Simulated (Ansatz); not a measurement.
A run for Ansatz (a program for electronic structure): R-B3LYP-D3(BJ)/def2-TZVP on C3H12BN (a complex).

Ansatz 0.2 input:
```yaml
crystal:
  periodic: [false, false, false]
  atoms:
    - {symbol: B, position_ang: [-0.38552367, 0.02665601, 1.27679380]}
    - {symbol: H, position_ang: [0.46904423, 0.63288616, 0.70844086]}
    - {symbol: H, position_ang: [-0.41782276, -1.12207744, 0.95870160]}
    - {symbol: H, position_ang: [-1.45209684, 0.55339648, 1.19187776]}
    - {symbol: C, position_ang: [1.31845760, -0.57840571, 3.06082103]}
    - {symbol: N, position_ang: [0.01615370, 0.05149778, 2.87730640]}
    - {symbol: C, position_ang: [0.07360586, 1.43186627, 3.34344917]}
    - {symbol: C, position_ang: [-0.98916204, -0.67837493, 3.64092360]}
    - {symbol: H, position_ang: [1.61181299, -0.58088552, 4.11591433]}
    - {symbol: H, position_ang: [2.06399900, -0.04021605, 2.48008782]}
    - {symbol: H, position_ang: [1.27828670, -1.60168954, 2.69471681]}
    - {symbol: H, position_ang: [0.34150669, 1.48028513, 4.40381046]}
    - {symbol: H, position_ang: [-0.89460801, 1.90336034, 3.19386192]}
    - {symbol: H, position_ang: [0.81014116, 1.97901515, 2.75979780]}
    - {symbol: H, position_ang: [-0.75254080, -0.67600442, 4.71034738]}
    - {symbol: H, position_ang: [-1.96294831, -0.21932215, 3.48537539]}
    - {symbol: H, position_ang: [-1.03798049, -1.70478864, 3.28418060]}
basis:
  gaussian:
    orbitals: def2-TZVP
hamiltonian:
  xc: b3lyp
  dispersion: d3bj
relax: {f_tol: 0.004, max_steps: 120}
scf: {lower_state_search: off}
```

The log:

```
WARN ansatz: RAYON_NUM_THREADS=1 ignored (pool sized by the plan → 1); use --threads N
Functional definition: B3LYP
these checks for a lower state are left out or cut short: stability, starts, cluster_reference, orbital_swaps, neighbouring_geometries, increment
integrals: 0.15 GiB planned
1392 factors; their error is unknown
mean field: 1.41 GiB planned
mean field evaluation 1: about -5464.2764 eV, gradient 6.7e1 eV
mean field evaluation 2: about -5458.1692 eV, gradient 8.2e1 eV
mean field evaluation 4: about -5475.4425 eV, gradient 4.9e0 eV
mean field evaluation 8: about -5475.4784 eV, gradient 4.6e-2 eV
mean field evaluation 16: about -5475.4471 eV, gradient 9.5e-3 eV
mean field -5475.44713472 eV, -201.2189708096 hartree, gradient 7.0e-6 eV, S^2 0.000000; 0 other end points of the search recorded, 0 dependent functions left out
the calculation of the forces begins
reference -5475.44743786 eV, -201.2189819497 hartree; 21, 21 occupied and 206, 206 virtual orbitals, 1392 factors
relax step   1: F+E_penalty+E_count = -5476.08083303 eV  Δ(F+E_penalty+E_count) = +0.000e0 eV  max|allowed force component| = 7.995e-1 eV/Å  Δτ_max = 0.0000 Å  (17 SCF iters, accepted)
these checks for a lower state are left out or cut short: stability, starts, cluster_reference, orbital_swaps, neighbouring_geometries, increment
integrals: 0.15 GiB planned
1392 factors; their error is unknown
mean field: 1.41 GiB planned
mean field -5475.47850104 eV, -201.2201235007 hartree, gradient 3.5e-6 eV, S^2 0.000000; 0 other end points of the search recorded, 0 dependent functions left out
the calculation of the forces begins
reference -5475.47880428 eV, -201.2201346444 hartree; 21, 21 occupied and 206, 206 virtual orbitals, 1392 factors
relax step   2: F+E_penalty+E_count = -5476.11095559 eV  Δ(F+E_penalty+E_count) = -3.012e-2 eV  max|allowed force component| = 3.663e-1 eV/Å  Δτ_max = 0.0256 Å  (20 SCF iters, accepted)
these checks for a lower state are left out or cut short: stability, starts, cluster_reference, orbital_swaps, neighbouring_geometries, increment
integrals: 0.15 GiB planned
1392 factors; their error is unknown
mean field: 1.41 GiB planned
mean field evaluation 32: about -5475.4875 eV, gradient 3.9e-4 eV
mean field -5475.48746736 eV, -201.2204530066 hartree, gradient 3.7e-6 eV, S^2 0.000000; 0 other end points of the search recorded, 0 dependent functions left out
the calculation of the forces begins
reference -5475.48777104 eV, -201.2204641668 hartree; 21, 21 occupied and 206, 206 virtual orbitals, 1392 factors
relax step   3: F+E_penalty+E_count = -5476.11838727 eV  Δ(F+E_penalty+E_count) = -7.432e-3 eV  max|allowed force component| = 1.023e-1 eV/Å  Δτ_max = 0.0102 Å  (20 SCF iters, accepted)
these checks for a lower state are left out or cut short: stability, starts, cluster_reference, orbital_swaps, neighbouring_geometries, increment
integrals: 0.15 GiB planned
1392 factors; their error is unknown
mean field: 1.41 GiB planned
mean field -5475.48820662 eV, -201.2204801740 hartree, gradient 3.7e-6 eV, S^2 0.000000; 0 other end points of the search recorded, 0 dependent functions left out
the calculation of the forces begins
reference -5475.48851037 eV, -201.2204913369 hartree; 21, 21 occupied and 206, 206 virtual orbitals, 1392 factors
relax step   4: F+E_penalty+E_count = -5476.11867706 eV  Δ(F+E_penalty+E_count) = -2.898e-4 eV  max|allowed force component| = 3.154e-2 eV/Å  Δτ_max = 0.0026 Å  (21 SCF iters, accepted)
these checks for a lower state are left out or cut short: stability, starts, cluster_reference, orbital_swaps, neighbouring_geometries, increment
integrals: 0.15 GiB planned
1392 factors; their error is unknown
mean field: 1.41 GiB planned
mean field -5475.48833101 eV, -201.2204847452 hartree, gradient 3.7e-6 eV, S^2 0.000000; 0 other end points of the search recorded, 0 dependent functions left out
the calculation of the forces begins
reference -5475.48863479 eV, -201.2204959092 hartree; 21, 21 occupied and 206, 206 virtual orbitals, 1392 factors
relax step   5: F+E_penalty+E_count = -5476.11873381 eV  Δ(F+E_penalty+E_count) = -5.676e-5 eV  max|allowed force component| = 3.036e-3 eV/Å  Δτ_max = 0.0028 Å  (21 SCF iters, accepted)
Total energy: -5476.11903760 eV, -201.2436627851 hartree
Atom 0 at    -0.386764     0.026789     1.271194 Å, force     0.000037    -0.000317    -0.000900 eV/Å
Atom 1 at     0.487505     0.645836     0.709179 Å, force    -0.000793    -0.000695     0.002018 eV/Å
Atom 2 at    -0.414607    -1.142545     0.962455 Å, force     0.000521     0.001586     0.001618 eV/Å
Atom 3 at    -1.468984     0.562763     1.201098 Å, force     0.001286    -0.000616     0.001418 eV/Å
Atom 4 at     1.337130    -0.588179     3.058811 Å, force     0.001310    -0.001052    -0.003036 eV/Å
Atom 5 at     0.014188     0.050958     2.869903 Å, force     0.000045     0.000156     0.000671 eV/Å
Atom 6 at     0.072768     1.452762     3.345139 Å, force    -0.000783     0.002206    -0.002570 eV/Å
Atom 7 at    -1.005619    -0.689883     3.648035 Å, force    -0.002430    -0.001236    -0.002177 eV/Å
Atom 8 at     1.617173    -0.580678     4.114788 Å, force    -0.000313     0.000232     0.000142 eV/Å
Atom 9 at     2.073674    -0.043502     2.474195 Å, force     0.000407     0.000168     0.000320 eV/Å
Atom 10 at     1.285063    -1.610662     2.694437 Å, force     0.000089    -0.000429     0.000564 eV/Å
Atom 11 at     0.338314     1.485671     4.404373 Å, force    -0.000014    -0.000458     0.000033 eV/Å
Atom 12 at    -0.898999     1.913857     3.190179 Å, force    -0.000181     0.000179     0.000478 eV/Å
Atom 13 at     0.813990     1.988699     2.758355 Å, force     0.000525     0.000171     0.000453 eV/Å
Atom 14 at    -0.754122    -0.682180     4.711173 Å, force     0.000434     0.000186    -0.000047 eV/Å
Atom 15 at    -1.972804    -0.220086     3.490571 Å, force    -0.000229     0.000304     0.000628 eV/Å
Atom 16 at    -1.047581    -1.712422     3.282521 Å, force     0.000087    -0.000386     0.000389 eV/Å
Dipole moment:     0.253049     0.015265     1.009039 e Å
Checks for a lower state left out: stability, starts, cluster_reference, orbital_swaps, neighbouring_geometries, increment
```

The calculation finished and met its thresholds.

Cost: about 60 core-seconds (a rough figure).
